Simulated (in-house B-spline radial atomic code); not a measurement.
A fraction x of an electron is moved 3p → 3d in Ni5+, starting from [Ar] 3d5 and keeping the highest spin. Method: scalar-relativistic (X2C) TPSSh, spin-polarised, spherical fractional occupations, Fermi nucleus of rms radius 3.7757 fm. Calculated with a radial B-spline atomic code at the basis-set limit.

Caution: exact exchange at fractional occupations of open shells leaves self-interaction of up to several eV.

```csv
x,E(x) - E(0) (eV),3p down level (eV),3d down level (eV)
0,0.0000,-154.636,-
0.125,8.5717,-154.594,-86.113
0.25,?,?,?
0.375,25.6459,-154.505,-86.392
0.5,34.1485,-154.459,-86.529
0.625,?,?,?
0.75,51.0852,-154.361,-86.797
0.875,59.5194,-154.310,-86.928
1,67.9308,-154.258,-87.058
```

(1) What belongs in the row x = 0.25?

(2) What belongs in the row x = 0.625?

(3) Check Janak's theorem between x = 0.375 and 0.5.

## Answers

(1) An energy change of 17.1203 eV; 3p down at -154.550 eV, 3d down at -86.254 eV.

(2) An energy change of 42.6283 eV; 3p down at -154.411 eV, 3d down at -86.664 eV.

(3) The slope of the energy is 68.02 eV; the orbital levels give 68.02 eV (ε of the receiving orbital less ε of the emptying one, averaged over the two points).
